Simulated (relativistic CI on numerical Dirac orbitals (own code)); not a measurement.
**As11+: what numerical and physical settings do to a radial Dirac CI calculation**

Reference input:

```
atom As  Z=33  charge=11  electrons=22
nucleus A=75  rms_radius_fm=4.0968
hamiltonian dirac-coulomb  breit=on  qed=on  c_scale=1
orbitals kli  potential=per-configuration
slater_scale 1
correlation none
mixing on
grid step=0.0125 r_max=8.6
scf mixing=0.4 start=green max_iterations=150 tolerance=2e-08 node_fill=0.05
configurations
  [Ar] 3d4
  [Ne] 3s2 3p5 3d5
  [Ne] 3s 3p6 3d5
end
```

Computed lowest total energy -2207.53344 Ha, first excitation 1068.8 cm⁻¹, 30 SCF steps. Runs with settings changed; * marks those that are bad on purpose:

```
                                                       Changed    Outcome   Lowest level   ΔE (Ha)  First excitation (cm⁻¹)  SCF steps                                                  Message
     start potential thomas-fermi, end of the grid at 4.3 bohr  converged  3s²3p⁶3d⁴ ⁵D0  5.97e-10                   1068.8         30                                                         
                   grid step 0.02, end of the grid at 4.3 bohr  converged  3s²3p⁶3d⁴ ⁵D0  7.42e-05                   1068.8         30                                                         
   grid step 0.006, Slater scale 0.5, nuclear radius 4.5065 fm  converged  3s²3p⁶3d⁴ ⁵D0     0.165                   1614.2         30                                                         
start potential previous, Slater scale 0.5, iteration limit 30  converged  3s²3p⁶3d⁴ ⁵D0     0.162                   1614.2         25                                                         
                                                   charge 10 *    refused                                                            0  configuration [Ar] 3d4 has 22 electrons, the ion has 23
                                             Slater scale -1 *  converged  3s²3p⁶3d⁴ ¹S0    -0.464                  54946.7         30
```
